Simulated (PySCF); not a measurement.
Correlation energy of Mn (manganese, neutral)

[Ar] 3d6 4s1, high-spin 6D determinant (an excited configuration). Calculation: PySCF 2.14, in def2-QZVPPD; no relativity, point nucleus. Frozen: [Ar]; 7 electrons correlated.

```json
{"level": "CCSD", "correlation energy (mhartree)": "-168.12"}
{"level": "(T)", "correlation energy (mhartree)": "-7.82"}
{"level": "CCSD(T)", "correlation energy (mhartree)": "-175.94"}
```

Diagnostics: T1 = 0.026, D1 = 0.0559, largest double amplitude 0.030.

Is a single reference adequate?

Yes: T1 lies below 0.03 and no double amplitude reaches 0.07.
